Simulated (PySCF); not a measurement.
Molecule: sum formula H5Si2OCl2 (charge +1, singlet). It need not be the lowest isomer of its formula. SMILES: [SiH3][OH+][SiH](Cl)Cl
Geometry from a B3LYP-D3(BJ)/def2-TZVP (Ansatz) optimisation:
```xyz
10

Si     0.5541     0.1711     0.5717
Cl     0.4628     1.7146    -0.7025
Cl     2.0889    -1.0890     0.3084
O     -0.8450    -0.8344     0.1207
Si    -2.5391    -0.3179    -0.2372
H      0.3009     0.5475     1.9565
H     -2.6603     0.8465     0.6443
H     -3.2965    -1.5085     0.1614
H     -2.5428    -0.0205    -1.6718
H     -0.6304    -1.7697    -0.0375
```
Charge +1, spin multiplicity 1.

Dispersion corrections to the total energy (kcal/mol) from the dftd3 and dftd4 libraries through PySCF: D3(BJ) without and D4 with the three-body term, each with the damping fitted for the functional named.

| functional | D3(BJ) | D4 |
|---|---|---|
| PW6B95 | -4.39 | (withheld) |
| B3LYP | -12.87 | -10.61 |
| TPSSh | -8.55 | (withheld) |
| LC-wPBE | -7.31 | -7.33 |
| CAM-B3LYP | -6.35 | -5.78 |
| B2PLYP | (withheld) | -4.56 |
| HSE06 | -5.39 | -5.26 |

### Question
Fill in the missing entries.

### Answer

- PW6B95, D4: -5.29
- TPSSh, D4: -7.95
- B2PLYP, D3(BJ): -6.47
